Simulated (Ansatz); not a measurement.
The same redistribution along the group B, Al, Ga, In.

Computed with Ansatz on PBE0-D4/def2-TZVP structures; ΔE is electronic, products minus reactants. CBS: MP2 limit from def2 TZ/QZ plus the TZ coupled-cluster correction, frozen cores. Functionals use def2-TZVPP. Elements past krypton have def2 core potentials. For Br, Ga, In outer-core shells are correlated without core-valence functions, which leaves a few kJ/mol of doubt a bond. Scalar relativity is left out up to krypton. Each species was taken in one conformer, which may not be the lowest.

```
                                                          reaction  CCSD(T)/CBS(def2) (eV)
                     `OB(F)Br` + `CC[Si]O` → `OB(O)Br` + `CC[Si]F`                   -0.22
`[OH][Al]([F])[Br]` + `CC[Si]O` → `[OH][Al]([OH])[Br]` + `CC[Si]F`                       ?
`[OH][Ga]([F])[Br]` + `CC[Si]O` → `[OH][Ga]([OH])[Br]` + `CC[Si]F`                   -0.13
`[OH][In]([F])[Br]` + `CC[Si]O` → `[OH][In]([OH])[Br]` + `CC[Si]F`                   -0.09
```

Q: Fill in the missing values. (Best estimate.)

A: Ansatz gave: `[OH][Al]([F])[Br]` + `CC[Si]O` → `[OH][Al]([OH])[Br]` + `CC[Si]F`: +0.15 eV.

Largest T1 diagnostic: 0.014, for `[OH][In]([F])[Br]`.
